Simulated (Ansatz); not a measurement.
```yaml
crystal:
  periodic: [false, false, false]
  atoms:
    - {symbol: O, position_ang: [-0.684276, 0.703358, 0.318622]}
    - {symbol: B, position_ang: [0.607239, -0.463789, -0.021729]}
    - {symbol: F, position_ang: [1.352584, -0.408435, 1.087122]}
    - {symbol: F, position_ang: [-0.127505, -1.584458, -0.201681]}
    - {symbol: F, position_ang: [1.134544, 0.090734, -1.136160]}
    - {symbol: H, position_ang: [-1.528676, 0.237087, 0.298648]}
    - {symbol: H, position_ang: [-0.692611, 1.357402, -0.390621]}
basis:
  gaussian: {orbitals: "6-31G*", fitting: {mean_field: cc-pVTZ-jkfit}}
hamiltonian: {xc: {name: BHLYP}}
```

```sh
$ ansatz run in.yaml --threads 2 --pin off --events-out ev --progress --plain --max-ram 32768MiB --backend cpu
```

Output, abridged:

```
Functional definition: BHLYP
455 factors; integrals over basis functions are off by at most 1.2e-1 eV
mean field evaluation 1: about -10903.4537 eV, gradient 5.0e1 eV
mean field evaluation 2: about -10904.0296 eV, gradient 4.7e1 eV
mean field evaluation 4: about -10907.1628 eV, gradient 5.3e-1 eV
mean field evaluation 8: about -10907.1625 eV, gradient 5.4e-3 eV
mean field -10907.16251404 eV, -400.8308292505 hartree, gradient 5.3e-5 eV, S^2 0.000000; 0 other end points of the search recorded, 0 dependent functions left out
reference -10907.16261026 eV, -400.8308327868 hartree; 21, 21 occupied and 58, 58 virtual orbitals, 455 factors
Total energy: -10907.16261026 eV, -400.8308327868 hartree
```

Run time 1.1 s (2 threads of an AMD EPYC 7R13 on a shared host); peak host memory 0.36 GiB.
